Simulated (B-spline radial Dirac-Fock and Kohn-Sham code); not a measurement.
# Muonic X-ray lines of ¹³²Sn

Nucleus: ¹³²Sn, Fermi distribution (skin thickness 2.3 fm), rms radius 4.7093 fm (measured, Angeli and Marinova 2013).

The run's input, task.json:

```json
{"items": [{
  "Z": 50,
  "q": 0,
  "cfg": [[1, 0, 2], [2, 0, 2], [2, 1, 6], [3, 0, 2], [3, 1, 6], [3, 2, 10], [4, 0, 2], [4, 1, 6], [4, 2, 10], [5, 0, 2], [5, 1, 2]],
  "A": 132,
  "rrms": 4.7093,
  "do": "muonic",
  "nuclei": [[132, 131.917824, 4.7093, "measured", "fermi"]]
}]}
```

Run with: `python xray2_run.py task.json out`

Model: the Dirac equation of a negative muon with reduced mass in the field of a spherical finite nucleus, with the Uehling potential to all orders; nuclear polarisation, deformation, hyperfine structure, self-energy, higher-order vacuum polarisation, relativistic recoil and electron screening are left out. Program: an atomic code on a B-spline grid.

```
    transition  energy (keV)  point nucleus, no QED (keV)
 2p3/2 → 1s1/2          3433                         5506
 2p1/2 → 1s1/2          3387                         5442
 3p3/2 → 1s1/2          4413                         6488
 3d5/2 → 2p3/2         981.8                        987.9
 3d3/2 → 2p1/2          1021                         1046
 4f7/2 → 3d5/2         345.3                        343.6
 4f5/2 → 3d3/2         350.0                        348.3
 5g9/2 → 4f7/2         159.2                        158.7
6h11/2 → 5g9/2         86.28                        86.08
```

The 2p fine-structure splitting is 45.30 keV, and 2s lies 282.3 keV above 2p1/2.

Values without a named source are computed, but for edge energies of neutral atoms, which are taken from tables.
